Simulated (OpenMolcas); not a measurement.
# Pt3+: moving or changing the point charges

Pt3+ among 6 point charges of -1.5 e arranged as a trigonal prism (D3h), 1.79 Å from the ion, with a polar angle of 56.5° against the regular 49.1°.
```
   1.4921    0.0000    0.9889  -1.50
  -0.7460    1.2922    0.9889  -1.50
  -0.7460   -1.2922    0.9889  -1.50
   1.4921    0.0000   -0.9889  -1.50
  -0.7460    1.2922   -0.9889  -1.50
  -0.7460   -1.2922   -0.9889  -1.50
```

- Program: OpenMolcas 26.06
- Method: CASSCF
- Basis: ANO-RCC-VDZP [7s6p4d2f]
- Scalar Hamiltonian: DKH2, point nucleus
- Active space: 7 electrons in 5 orbitals (5d)
- State averaging: 2S+1 = 4 even, 10 roots; 2S+1 = 2 even, 40 roots
- Spin-orbit coupling: state interaction with AMFI integrals over the reference wave functions

Runs around this geometry, states (labels of D3, the rotations of D3h). Energies in cm-1 above the lowest state or level, χT in cm3 K/mol.

```csv
R (Å),q (e),Polar angle / regular,Ground state,First state of that spin,First gap with spin-orbit (degeneracies),χT at 300 K,First state of another spin
1.79,-1.2,1.15,4E,4E 5456,"277.7 (2, 2)",4.055,2E 15712
1.66,-1.5,1.15,4E,4E 9763,"501.1 (2, 2)",3.742,2E 14209
1.79,-1.5,1.15,4E,4E 7015,"364.8 (2, 2)",3.941,2E 15167
1.95,-1.5,1.15,4E,4E 4778,"234.6 (2, 2)",4.102,2E 15903
1.79,-1.5,1.24,4E,4E 3122,"414.7 (2, 2)",3.072,2E 15579
```

Taking the first state of the same spin as R^-n, n = -ln(4778 / 9763) / ln(1.95 / 1.66) = 4.4 between the shortest and longest distance.

Scaling the charges by -1.2 / -1.5 = 0.80 scales the first state of the same spin by 5456 / 7015 = 0.78; with fixed orbitals a first-order splitting would follow the charge.

An orbital doublet at a regular site is open to a Jahn-Teller distortion, which this geometry leaves out. Without dynamic correlation the repulsion within the d shell is too large (B by tens of per cent), so at a given field states of lower spin stand too high. Point charges give a weaker field than real ligands, and real ions of this kind are as a rule low spin; the high spin found here belongs to the model. This shell can be high or low spin here, a state of another spin lies low, and with metal d orbitals alone active their balance is uncertain, so the ground spin may be wrong (holds for R = 1.66, q = -1.5, ratio = 1.15). Spin-orbit coupling mixes the spin-free states strongly: the lowest level takes only 58 % from its leading state, 4E (holds for R = 1.79, q = -1.5, ratio = 1.24). This is an electrostatic model: the charges have no orbitals. No measured value stands beside these numbers.
